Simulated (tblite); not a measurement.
Record of a relaxation.

C₂H₇OSSi (doublet state).
Atom-mapped SMILES: `[SiH3:1][O:2][CH:3][CH2:4][SH:5]` (hydrogens: H6, H7, H8 on Si1; H9 on C3; H10, H11 on C4; H12 on S5)

Computed with GFN2-xTB (tblite), gas phase: L-BFGS steps from a force-field or distance-geometry start until the largest atomic force falls under 0.01 eV/Å. 11 of its 64 geometries are shown.

Step 0: E = -458.9104 eV, largest atomic force 1.713 eV/Å
```
atom  x, y, z in Å  |  force x, y, z in eV/Å
Si1    -2.121    0.515    0.113   -0.588   0.411   0.011
O2     -0.543    0.514   -0.387    0.133  -1.155   0.630
C3      0.275   -0.573   -0.117   -0.287   0.994  -0.801
C4      1.687   -0.490   -0.548   -1.458  -0.811  -0.389
S5      2.705   -0.029    0.886    0.627   0.298   0.635
H6     -2.781    1.786   -0.307    0.660  -0.485   0.043
H7     -2.197    0.394    1.588    0.134  -0.019  -0.299
H8     -2.840   -0.624   -0.496    0.219   0.130   0.091
H9     -0.144   -1.416    0.413    0.233   0.238  -0.066
H10     1.822    0.234   -1.336    0.051   0.346  -0.146
H11     2.014   -1.474   -0.913    0.211   0.238   0.343
H12     2.124    1.163    1.079    0.064  -0.187  -0.053
```

Step 6: E = -459.1380 eV, largest atomic force 0.261 eV/Å
```
atom  x, y, z in Å  |  force x, y, z in eV/Å
Si1    -2.171    0.510    0.134   -0.019   0.121  -0.025
O2     -0.596    0.479   -0.333    0.162  -0.137  -0.049
C3      0.232   -0.572   -0.201    0.022   0.025   0.009
C4      1.596   -0.507   -0.607    0.045   0.031   0.185
S5      2.759   -0.007    0.924   -0.187  -0.012  -0.182
H6     -2.682    1.786   -0.336    0.218   0.015  -0.064
H7     -2.187    0.388    1.582   -0.082  -0.039   0.208
H8     -2.828   -0.627   -0.493   -0.143  -0.137  -0.030
H9     -0.107   -1.395    0.411    0.005  -0.027  -0.047
H10     1.817    0.263   -1.333   -0.005   0.037  -0.082
H11     2.033   -1.469   -0.858   -0.054   0.059   0.001
H12     2.135    1.152    1.082    0.037   0.062   0.077
```

Step 13: E = -459.1744 eV, largest atomic force 0.162 eV/Å
```
atom  x, y, z in Å  |  force x, y, z in eV/Å
Si1    -2.180    0.497    0.151   -0.022   0.065  -0.034
O2     -0.616    0.442   -0.331    0.131   0.027  -0.048
C3      0.227   -0.587   -0.208    0.011  -0.037   0.008
C4      1.599   -0.482   -0.599    0.008  -0.052  -0.015
S5      2.724    0.004    0.894    0.097   0.053   0.119
H6     -2.542    1.797   -0.375    0.001   0.059  -0.006
H7     -2.227    0.374    1.605   -0.062   0.003   0.071
H8     -2.868   -0.632   -0.468   -0.132  -0.043   0.007
H9     -0.094   -1.419    0.394   -0.011  -0.137   0.045
H10     1.803    0.269   -1.352   -0.036   0.084  -0.052
H11     2.029   -1.445   -0.852    0.052  -0.038  -0.070
H12     2.148    1.180    1.114   -0.037   0.016  -0.023
```

Step 19: E = -459.1888 eV, largest atomic force 0.150 eV/Å
```
atom  x, y, z in Å  |  force x, y, z in eV/Å
Si1    -2.176    0.502    0.147   -0.069  -0.044   0.043
O2     -0.607    0.406   -0.325   -0.090   0.014   0.034
C3      0.241   -0.616   -0.201   -0.045  -0.051  -0.011
C4      1.601   -0.487   -0.606    0.068   0.026   0.031
S5      2.736    0.030    0.909   -0.018  -0.013  -0.083
H6     -2.475    1.819   -0.391   -0.001  -0.053   0.030
H7     -2.271    0.377    1.610    0.023   0.056  -0.116
H8     -2.929   -0.619   -0.440    0.048   0.141   0.016
H9     -0.083   -1.460    0.384    0.032  -0.098   0.029
H10     1.774    0.284   -1.350    0.011   0.026   0.042
H11     2.055   -1.434   -0.878    0.071   0.006   0.017
H12     2.136    1.198    1.116   -0.031  -0.010  -0.032
```

Step 25: E = -459.2020 eV, largest atomic force 0.099 eV/Å
```
atom  x, y, z in Å  |  force x, y, z in eV/Å
Si1    -2.181    0.509    0.148    0.042  -0.033   0.028
O2     -0.614    0.346   -0.300   -0.008  -0.098   0.015
C3      0.246   -0.672   -0.199    0.068  -0.003   0.026
C4      1.614   -0.486   -0.596   -0.037  -0.004  -0.040
S5      2.737    0.056    0.888   -0.009   0.006   0.041
H6     -2.416    1.831   -0.397   -0.015   0.039  -0.018
H7     -2.307    0.409    1.601    0.032   0.038   0.064
H8     -2.992   -0.565   -0.425   -0.002   0.001  -0.076
H9     -0.051   -1.538    0.376    0.023   0.053  -0.047
H10     1.749    0.309   -1.326   -0.023  -0.044   0.009
H11     2.110   -1.406   -0.894   -0.047   0.045   0.007
H12     2.107    1.207    1.099   -0.025   0.000  -0.009
```

Step 32: E = -459.2061 eV, largest atomic force 0.026 eV/Å
```
atom  x, y, z in Å  |  force x, y, z in eV/Å
Si1    -2.182    0.508    0.157    0.021   0.002  -0.005
O2     -0.622    0.307   -0.290    0.023   0.013  -0.001
C3      0.256   -0.693   -0.193   -0.008  -0.011  -0.010
C4      1.616   -0.484   -0.598   -0.023  -0.011  -0.007
S5      2.733    0.069    0.893   -0.021   0.008  -0.004
H6     -2.393    1.833   -0.399    0.004   0.004   0.008
H7     -2.306    0.435    1.614    0.011  -0.003  -0.001
H8     -3.011   -0.538   -0.444   -0.002  -0.004   0.001
H9     -0.029   -1.570    0.368    0.012  -0.002   0.003
H10     1.733    0.315   -1.323    0.001  -0.012   0.006
H11     2.122   -1.395   -0.901   -0.003   0.006   0.000
H12     2.085    1.212    1.091   -0.016   0.010   0.009
```

Step 38: E = -459.2068 eV, largest atomic force 0.030 eV/Å
```
atom  x, y, z in Å  |  force x, y, z in eV/Å
Si1    -2.176    0.508    0.157   -0.012   0.027   0.000
O2     -0.617    0.302   -0.287   -0.001  -0.003  -0.010
C3      0.256   -0.702   -0.197   -0.003  -0.001  -0.001
C4      1.613   -0.488   -0.601    0.015   0.009   0.011
S5      2.721    0.077    0.895    0.000   0.002   0.005
H6     -2.384    1.835   -0.395    0.009  -0.001   0.006
H7     -2.299    0.438    1.614    0.007  -0.012   0.011
H8     -3.013   -0.531   -0.445    0.005  -0.007   0.003
H9     -0.022   -1.578    0.368   -0.022  -0.005   0.006
H10     1.727    0.313   -1.324    0.008   0.010  -0.026
H11     2.126   -1.394   -0.904    0.016  -0.008   0.007
H12     2.070    1.219    1.093   -0.021  -0.011  -0.011
```

Step 44: E = -459.2079 eV, largest atomic force 0.056 eV/Å
```
atom  x, y, z in Å  |  force x, y, z in eV/Å
Si1    -2.167    0.515    0.161    0.014  -0.054   0.008
O2     -0.611    0.303   -0.295   -0.021   0.000  -0.013
C3      0.254   -0.709   -0.207    0.014   0.018   0.000
C4      1.615   -0.491   -0.604   -0.002  -0.014  -0.015
S5      2.696    0.088    0.901    0.011   0.013  -0.007
H6     -2.372    1.846   -0.383    0.002   0.009   0.005
H7     -2.274    0.429    1.619   -0.006   0.004  -0.014
H8     -3.000   -0.527   -0.444   -0.002   0.030   0.018
H9     -0.028   -1.578    0.370    0.014   0.021  -0.028
H10     1.728    0.302   -1.338    0.003  -0.024   0.040
H11     2.136   -1.397   -0.897   -0.009   0.005   0.015
H12     2.024    1.220    1.090   -0.017  -0.008  -0.008
```

Step 50: E = -459.2095 eV, largest atomic force 0.047 eV/Å
```
atom  x, y, z in Å  |  force x, y, z in eV/Å
Si1    -2.149    0.518    0.169   -0.013   0.039   0.000
O2     -0.607    0.284   -0.313    0.015   0.005  -0.006
C3      0.260   -0.726   -0.221   -0.011  -0.003  -0.007
C4      1.621   -0.500   -0.607    0.002   0.008   0.019
S5      2.668    0.124    0.904    0.005   0.007  -0.001
H6     -2.332    1.859   -0.359   -0.006  -0.006   0.007
H7     -2.251    0.425    1.626    0.013  -0.004   0.015
H8     -3.011   -0.499   -0.431   -0.037  -0.024  -0.015
H9     -0.024   -1.593    0.355    0.004  -0.018  -0.001
H10     1.730    0.289   -1.343    0.029   0.005  -0.027
H11     2.159   -1.401   -0.882   -0.003  -0.019   0.002
H12     1.936    1.219    1.077    0.003   0.010   0.013
```

Step 57: E = -459.2106 eV, largest atomic force 0.024 eV/Å
```
atom  x, y, z in Å  |  force x, y, z in eV/Å
Si1    -2.146    0.519    0.172    0.005   0.002  -0.002
O2     -0.607    0.286   -0.327    0.001  -0.002  -0.009
C3      0.260   -0.724   -0.234    0.003  -0.001  -0.004
C4      1.626   -0.504   -0.608   -0.001   0.000  -0.005
S5      2.656    0.144    0.906   -0.008  -0.001   0.004
H6     -2.331    1.866   -0.340   -0.007  -0.009  -0.001
H7     -2.222    0.415    1.630   -0.002  -0.006   0.003
H8     -3.020   -0.492   -0.427    0.001   0.016   0.007
H9     -0.026   -1.591    0.342    0.000  -0.001  -0.008
H10     1.755    0.272   -1.356   -0.016   0.001  -0.008
H11     2.160   -1.413   -0.864    0.009   0.002   0.022
H12     1.895    1.221    1.080    0.014  -0.002   0.002
```

Step 63: E = -459.2109 eV, largest atomic force 0.009 eV/Å
```
atom  x, y, z in Å  |  force x, y, z in eV/Å
Si1    -2.142    0.521    0.174    0.001  -0.005   0.001
O2     -0.607    0.281   -0.334   -0.003  -0.003  -0.005
C3      0.261   -0.728   -0.241   -0.003  -0.004  -0.003
C4      1.628   -0.505   -0.609    0.000   0.000   0.004
S5      2.648    0.153    0.907    0.003   0.000   0.003
H6     -2.327    1.869   -0.334    0.001   0.001   0.000
H7     -2.213    0.411    1.632    0.005  -0.001  -0.001
H8     -3.028   -0.481   -0.422    0.002   0.002   0.001
H9     -0.024   -1.597    0.333   -0.008   0.000  -0.001
H10     1.756    0.265   -1.364    0.001  -0.001   0.008
H11     2.168   -1.414   -0.851   -0.002   0.002  -0.005
H12     1.881    1.225    1.082    0.002   0.008  -0.003
```

**Question.** Summarise the path.

**Answer.** The energy falls by 6.93 kcal/mol from step 0 to step 63; nine tenths of that is first reached at step 16. It falls at every step. The largest force goes from 1.713 to 0.009 eV/Å. Among the bonds C4–S5 changes most, from 1.818 to 1.942 Å; the atoms move by 0.220 Å rms after alignment.

What follows is the cost of the whole relaxation. On one thread, Arm Neoverse V1 (aarch64), on a shared host, this took 0.33 s wall.
